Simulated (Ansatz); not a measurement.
Start from `C[CH](C)[GeH]` and change one atom or group to get `C[CH](C)[SbH2]`.

Ansatz, PBE0-D4/def2-TZVP geometries, multiplicity 1. 

Elements past krypton have def2 core potentials. Scalar relativity is left out up to krypton. Spin–orbit coupling is left out; it splits and shifts lone-pair levels of the heavy atoms by tenths of an eV.

```tsv
property	`C[CH](C)[GeH]`
HOMO–LUMO gap (PBE/def2-TZVPP) / eV	1.78
HOMO–LUMO gap (B3LYP/def2-TZVPP) / eV	3.24
size of the dipole moment (ωB97M-V/def2-TZVPP) / D	0.90
size of the dipole moment (B3LYP/def2-TZVPP) / D	0.93
size of the dipole moment (PBE/def2-TZVPP) / D	1.01
zero-point energy (PBE0-D4/def2-TZVP) / kJ/mol	258.8
```

Problem. What does the change do to each property? (Estimate.)

Solution. Ansatz gave: 
```
                                          property  `C[CH](C)[SbH2]`  shift
               HOMO–LUMO gap (PBE/def2-TZVPP) / eV              4.82   3.04
             HOMO–LUMO gap (B3LYP/def2-TZVPP) / eV              6.18   2.94
size of the dipole moment (ωB97M-V/def2-TZVPP) / D              0.94   0.04
  size of the dipole moment (B3LYP/def2-TZVPP) / D              0.99   0.06
    size of the dipole moment (PBE/def2-TZVPP) / D              1.02   0.01
    zero-point energy (PBE0-D4/def2-TZVP) / kJ/mol             280.4   21.6
```

With PBE0 the HOMO falls by 0.63 eV and the LUMO rises by 2.28 eV, so the gap widens by about 2.91 eV. PBE moves the HOMO by -0.66 eV and ωB97M-V by -0.61 eV. The zero-point energy changes by 21.6 kJ/mol with +3 modes. Dipoles are sizes alone; their direction can turn.

B3LYP here is the variant with VWN-RPA as its local correlation; programs differ in this.
